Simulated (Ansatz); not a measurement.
The first iterations of a band of C₂H₃FSi (7 atoms, charge 0, multiplicity 1).

These are results of RKS PBE0-D4/def2-SVP in Ansatz 0.2.0, not measurements.

```json
{
  "movable images": "7",
  "climbing image": "yes",
  "spring": "0.1 eV/Å²",
  "optimiser": "quadratic models (default)",
  "start path": "through a guess of the saddle point",
  "force threshold": "0.03 eV/Å",
  "iteration limit": "60",
  "end points": "relaxed"
}
```

Image 0:

```xyz
7
Properties=species:S:1:pos:R:3
F -0.433 -2.213 -0.352
C -0.210 -0.940 -0.108
C -0.558 -0.081 0.846
Si 0.492 0.695 -0.453
H -1.139 -0.071 1.770
H -0.082 1.603 -1.487
H 1.930 1.007 -0.215
```

Image 8:

```xyz
7
Properties=species:S:1:pos:R:3
F 0.329 -1.548 0.313
C 0.101 -0.257 0.032
C -1.091 0.265 0.377
Si 1.392 0.839 -0.824
H -1.861 -0.335 0.873
H -1.303 1.314 0.160
H 2.433 -0.279 -0.931
```

| iteration | highest image above the first end (eV) | largest band force component (eV/Å) |
| --- | --- | --- |
| 1 | 3.286 | 7.894 |
| 2 | 2.523 | 2.855 |
| 3 | 1.983 | 1.318 |

**Question.** Does the band converge within its limit, and where does its top end?

**Answer.** The run converged. It ended after 11 iterations with the highest image 2.017 eV above the first end. Another band between the same ends (7 images) ends at a top of the same energy, where a vibrational analysis finds 1 clearly imaginary mode. The orbitals stay closed-shell, which can raise the energy where a bond breaks towards radicals; this wasn't checked here.

Run time: 3.2 min on 1 thread of Arm Neoverse V1, with other jobs on the host, peak memory 0.25 GiB.
